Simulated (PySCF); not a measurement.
# Potential energy of NaBr⁻ along the bond

Set-up: PySCF, scalar-relativistic core potentials, basis sets Na aug-cc-pVDZ, Br aug-cc-pVDZ-PP with ECP10. Energies in eV from Na + Br⁻ in their ground configurations at the same level. State: ²Σ⁺ (doublet), unpaired electrons σ ↑.

```json
{"R (Å)": "2.319", "r²SCAN": "-0.823", "revPBE": "-0.665", "BLYP": "-0.6177"}
{"R (Å)": "2.426", "r²SCAN": "-1.011", "revPBE": "-0.872", "BLYP": "-0.8150"}
{"R (Å)": "2.534", "r²SCAN": "-1.110", "revPBE": "-0.987", "BLYP": "-0.9235"}
{"R (Å)": "2.615", "r²SCAN": "-1.142", "revPBE": "-1.032", "BLYP": "-0.9644"}
{"R (Å)": "2.696", "r²SCAN": "-1.150", "revPBE": "-1.051", "BLYP": "-0.9807"}
{"R (Å)": "2.777", "r²SCAN": "-1.141", "revPBE": "-1.051", "BLYP": "-0.9789"}
{"R (Å)": "2.885", "r²SCAN": "-1.108", "revPBE": "-1.031", "BLYP": "-0.9570"}
{"R (Å)": "3.019", "r²SCAN": "-1.048", "revPBE": "-0.984", "BLYP": "-0.9094"}
{"R (Å)": "3.181", "r²SCAN": "-0.962", "revPBE": "-0.912", "BLYP": "-0.8367"}
{"R (Å)": "3.397", "r²SCAN": "-0.840", "revPBE": "-0.804", "BLYP": "-0.7316"}
```

Question: Put a parabola through the three lowest points of the r²SCAN curve and estimate Re, k and ωe (reduced mass 17.8 u; 1 eV/Å² = 0.16022 mdyn/Å; ωe = 1302.8·√(k/μ) cm⁻¹).

Answer: Through R = 2.615, 2.696, 2.777 Å the second-order coefficient is 1.30 eV/Å², so Re ≈ 2.694 Å, k ≈ 0.415 mdyn/Å and ωe ≈ 199 cm⁻¹. A polynomial fit of higher order to the unrounded r²SCAN energies gives Re = 2.688 Å, k = 0.451 mdyn/Å, ωe = 207 cm⁻¹; anharmonicity and rounding make the difference.

The higher-order fit for each curve: r²SCAN: Re = 2.688 Å, ωe = 207 cm⁻¹, De = 1.15 eV; revPBE: Re = 2.737 Å, ωe = 193 cm⁻¹, De = 1.05 eV; BLYP: Re = 2.726 Å, ωe = 192 cm⁻¹, De = 0.98 eV.

Spin–orbit coupling is left out. For an ion De counts to the pair picked by the measured ionisation energies or electron affinities, which need not be the lowest pair at this level. The highest Kohn–Sham level is positive in this anion. Much of that is self-interaction error, but it also means that the finite basis helps to hold the extra electron. The state is the lowest determinant that a PBE0 search found; another state may lie lower at other levels.
